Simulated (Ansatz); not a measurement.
CH7BOSSi, SMILES `O[SiH2]CBS`, relaxed with RKS PBE-D4/def2-SVP in the Gaussian-basis code of Ansatz from a rough embedded geometry. The force threshold is 0.03 eV/Å; the program also tests the step.

Total charge 0; spin multiplicity 1.

Start:

```xyz
12

O     1.189    1.274   -1.585
Si    1.050    1.001    0.065
C     0.531   -0.744    0.326
B    -0.954   -1.050   -0.186
S    -2.338   -1.493    0.907
H     0.203    1.472   -1.905
H     0.060    1.885    0.705
H     2.340    1.198    0.719
H     0.509   -1.019    1.406
H     1.236   -1.472   -0.180
H    -1.137   -0.873   -1.421
H    -2.689   -0.182    1.151
```

Problem. By how much does the energy fall, and how many steps does the optimiser take? (An estimate is asked.)

Solution. Ansatz gave: 119.29 kJ/mol, in 20 steps, 1 of them rejected.

Problem. Which bonds change most? (Best estimate.)

Solution. Computed: O1–H6 from 1.055 to 0.973 Å; Si2–C3 from 1.839 to 1.905 Å; C3–B4 from 1.600 to 1.555 Å; B4–H11 from 1.261 to 1.218 Å.

Problem. Give the relaxed structure. (An estimate is asked.)

Solution. Ansatz gave: 
```xyz
12

O     0.961    1.452   -1.501
Si    1.164    0.983    0.103
C     0.548   -0.794    0.411
B    -0.929   -0.912   -0.061
S    -2.267   -0.802    1.138
H     0.041    1.443   -1.818
H     0.443    1.901    1.058
H     2.643    1.058    0.344
H     0.710   -0.996    1.491
H     1.218   -1.442   -0.194
H    -1.219   -1.020   -1.239
H    -3.313   -0.870    0.267
```
